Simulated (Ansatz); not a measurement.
VO₄H₃. Total charge 0; singlet. Geometry r2SCAN-D4/def2-SVP, basis def2-TZVP, Ansatz.

| atom | x (Å) | y (Å) | z (Å) |
| --- | --- | --- | --- |
| V1 | 0.209 | -0.381 | 0.045 |
| O2 | 0.655 | -0.836 | -1.395 |
| O3 | 1.209 | -1.104 | 1.325 |
| O4 | -1.543 | -0.402 | 0.296 |
| O5 | 1.419 | 0.299 | 1.210 |
| H6 | -0.203 | 1.579 | -0.329 |
| H7 | -2.180 | -0.630 | -0.396 |
| H8 | 0.434 | 1.474 | -0.757 |

```json
{"run": "A", "HOMO (eV)": "-7.60", "LUMO (eV)": "-3.27"}
{"run": "B", "HOMO (eV)": "-6.43", "LUMO (eV)": "-4.20"}
{"run": "C", "HOMO (eV)": "-10.04", "LUMO (eV)": "-0.99"}
{"run": "D", "HOMO (eV)": "-6.30", "LUMO (eV)": "-4.19"}
{"run": "E", "HOMO (eV)": "-5.98", "LUMO (eV)": "-4.20"}
```

The structure holds one bond between oxygen atoms, so isomers without such links may lie far lower. In the singlet, H6 and H8 lie 0.77 Å apart (atoms count from 1), so H2 has formed as a molecule. No other spin state of charge 0 was run. Another isomer (singlet) lies 0.14 eV lower at PBE0-D4/def2-TZVP; other spin states weren't run for this one.

Problem. The runs used B97M-V, PBE, PBE0, r2SCAN, ωB97M-V. Estimate which is which.

Solution. A PBE0 (25 % exact exchange); B B97M-V (0 % exact exchange); C ωB97M-V (range-separated); D r2SCAN (0 % exact exchange); E PBE (0 % exact exchange). Exact exchange lowers occupied and raises empty levels; among semilocal functionals meta-GGAs tend to open the gap a little, and such runs are hard to tell apart. The gap grows from 1.78 eV (PBE) to 9.05 eV (ωB97M-V). The restricted singlet is unstable towards broken spin symmetry in Hartree–Fock (as tested in another run); at PBE0-D4/def2-TZVP, B97M-V/def2-TZVP, ωB97M-V/def2-TZVP, r2SCAN-D4/def2-TZVP and others this wasn't settled.
